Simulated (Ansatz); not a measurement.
Compare A (`O[SiH](S)S`) with its isomer B (`O[SiH2]SS`).

Calculated with Ansatz (gas phase, PBE0-D4/def2-TZVP geometries, no zero-point term in ΔE). CCSD(T)/CBS is the MP2 limit (def2-TZVPP, def2-QZVPP) plus CCSD(T) − MP2 in def2-TZVPP, frozen cores. DFT in def2-TZVPP. B3LYP here is the variant with VWN-RPA as its local correlation; programs differ in this. Each species was taken in one conformer, which may not be the lowest.

Q: Which isomer does CCSD(T)/CBS put lower? Give the gap. (An estimate is asked.)

A: Ansatz gave: A, by 107.4 kJ/mol.

Q: Give E(B) − E(A) in kJ/mol with r2SCAN-D4, HF/def2-TZVPP, MP2/def2-TZVPP, CCSD/def2-TZVPP, B3LYP-D4, B2PLYP, BLYP-D4. (Estimate.)

A: The calculation gave: r2SCAN-D4 108.3, HF/def2-TZVPP 108.8, MP2/def2-TZVPP 113.3, CCSD/def2-TZVPP 110.8, B3LYP-D4 101.0, B2PLYP 105.5, BLYP-D4 96.1. None reverses the order clearly.

Q: Does the order hold for the free energy at 298.15 K (harmonic terms from PBE0-D4)? (Estimate.)

A: Computed: Yes: G(B) − G(A) = +107.9 kJ/mol, for one conformer each.

Largest T1 diagnostic: 0.012.

From PBE to PBE0 (25 % exact exchange), in def2-TZVPP and without D4, E(B) − E(A) moves by +5.2 kJ/mol. Leaving LDA and LC-ωPBE aside and taking each functional with its dispersion term where it has one, the values, not all of them listed here, spread over 15.0 kJ/mol, from BLYP-D4 to PBE-QIDH. LDA lies +3.6 kJ/mol from PBE without D4.
